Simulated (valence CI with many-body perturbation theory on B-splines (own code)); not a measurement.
## Which ion has this spectrum?

A relativistic CI+MBPT calculation for an atom or ion with 7 electrons gives these levels (cm⁻¹):

| J | Parity | E | g |
| --- | --- | --- | --- |
| 3/2 | odd | 0.0 | 2.00 |
| 5/2 | odd | 19366 | 1.20 |
| 3/2 | odd | 19378 | 0.80 |
| 3/2 | odd | 29028 | 1.33 |
| 1/2 | odd | 29030 | 0.67 |
| 1/2 | even | 83186 | 2.67 |
| 3/2 | even | 83231 | 1.73 |
| 5/2 | even | 83277 | 1.60 |
| 1/2 | even | 86051 | 0.67 |
| 3/2 | even | 86140 | 1.33 |
| 1/2 | even | 88224 | 2.67 |
| 5/2 | even | 88229 | 1.60 |
| 3/2 | even | 88262 | 1.73 |
| 1/2 | odd | 93514 | 2.00 |

The energies are calculated, with errors of about 83 cm⁻¹, more in some levels.

(1) Which is it?
A. N
B. O+
C. F2+
D. Ne3+

Answers

(1) A. N, ground level 2s2 2p3 4S°_3/2.
